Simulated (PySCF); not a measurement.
Input of a run (PBE0-D3(BJ)/def2-SVP geometry optimisation, gas phase (PySCF 2.14.0)), started from a GFN2-xTB structure with every atom displaced at random (by about 0.01 Å):
```
{"job": {"xc": "PBE0", "basis": "def2-SVP", "d3": "d3bj", "grid": 1, "shake": 0.01, "kind": "geom"}, "charge": 0, "multiplicity": 1}
C     -2.192370    -0.066990    -0.782430
Si    -0.916560    -0.162980     0.574240
F     -0.168330    -1.576610     0.400210
Se     0.683570     1.491530     0.332520
Si     2.592450     0.275750     0.184740
H     -1.768580    -0.216080    -1.763630
H     -2.990260    -0.776320    -0.638270
H     -2.650700     0.950070    -0.811770
H     -1.397940    -0.186840     1.964430
H      3.615000     1.313330     0.137630
H      2.527990    -0.531570    -1.005560
H      2.705410    -0.541560     1.398880
```

Output (energies in Eh, forces in Eh/bohr):
```
step   0  E = -3121.56081867  max force = 0.028422
step   1  E = -3121.56651060  max force = 0.008231
step   2  E = -3121.56728836  max force = 0.002270
step   3  E = -3121.56734150  max force = 0.000550
step   4  E = -3121.56735235  max force = 0.000479
step   5  E = -3121.56735432  max force = 0.000734
step   6  E = -3121.56735682  max force = 0.000455
step   7  E = -3121.56736022  max force = 0.000306
optimisation converged
```

Summarise the run.

The energy falls by 4.1 kcal/mol over 8 energy and gradient evaluations, the largest force component goes from 0.0284 to 3.1e-04 Eh/bohr, and the atoms move by 0.098 Å rms after alignment. The bond that changes most is Si5–H11 (SiH3 silicon to Si–H hydrogen), which lengthens by 0.050 Å. Bonds longer at the end by more than 0.005 Å: 8 of 11; shorter: 3. Among the angles that change most is Si2–Se4–Si5, from 101.9° to 95.9°. The energy never rose by more than 1e-6 Eh on the way. The first step brought 87 % of the lowering.

What are the final bond lengths?

C1–Si2 1.856 Å, Si2–F3 1.636 Å, Si2–Se4 2.280 Å, Se4–Si5 2.293 Å, C1–H6 1.101 Å, C1–H7 1.101 Å, C1–H8 1.101 Å, Si2–H9 1.488 Å, Si5–H10 1.492 Å, Si5–H11 1.490 Å, Si5–H12 1.489 Å. Numbering counts from 1 in the input's order; the species is `C[Si@@H](F)[Se][SiH3]`.

The run used 131 basis functions and 48 SCF cycles in all.

No PBE0-D3(BJ)/def2-SVP frequencies stand behind this structure, so it isn't proved a minimum. The numbers are those of one conformer.

Conformer computed: `[CH3:1][Si@@H:2]([F:3])[Se:4][SiH3:5]`: C1–Si2–Se4–Si5 -122°.
